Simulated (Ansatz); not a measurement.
Gas-phase electronic energies from Ansatz, PBE0-D4/def2-TZVP geometries. CCSD(T)/CBS adds triple-zeta CCSD(T) − MP2 to the extrapolated MP2 energy (def2 sets, frozen cores). DFT in def2-TZVPP. Elements past krypton have def2 core potentials. For Ga, Sn outer-core shells are correlated without core-valence functions, which leaves a few kJ/mol of doubt a bond. Scalar relativity is left out up to krypton. One conformer a species, not always the lowest.

Consider the redistribution: `CBC[SiH2]O` + `[CH3][SnH2][GaH2]` → `C[BH][SnH2][GaH2]` + `CC[SiH2]O`.

(1) Is it downhill or uphill in electronic energy at CCSD(T)/CBS, and by how much? (Estimate.)

(2) What do these levels give: r2SCAN-D4, B97M-V, PBE0-D4, r2SCANh-D4, ωB97M-V, PBE, revPBE, PBE0, r2SCAN0, CCSD(T)/def2-SVP, MP2/def2-TZVPP, HF/def2-QZVPP? (Estimate.)

(3) What do rigid-rotor, harmonic-oscillator terms from PBE0-D4/def2-TZVP frequencies (298.15 K, 1 bar) make of the CCSD(T)/CBS value? (Estimate.)

Largest T1 diagnostic among the species: 0.014.

Results:

(1) Computed: Uphill: ΔE = +0.60 eV.

(2) The calculation gave: r2SCAN-D4 0.61, B97M-V 0.67, PBE0-D4 0.57, r2SCANh-D4 0.61, ωB97M-V 0.64, PBE 0.55, revPBE 0.55, PBE0 0.57, r2SCAN0 0.61, CCSD(T)/def2-SVP 0.49, MP2/def2-TZVPP 0.64, HF/def2-QZVPP 0.61 eV.

(3) Ansatz gave: ΔZPE = +0.04 eV, ΔH = +0.64 eV, ΔS = -13 J/(mol·K), ΔG = +0.68 eV. Modes under 50 cm⁻¹ make the entropy rough.

At CCSD(T), def2-SVP lies −0.11 eV from the extrapolated value and def2-TZVPP +0.00 eV. From BLYP to BHLYP (50 % exact exchange), in def2-TZVPP and without D4, ΔE moves by +0.04 eV.
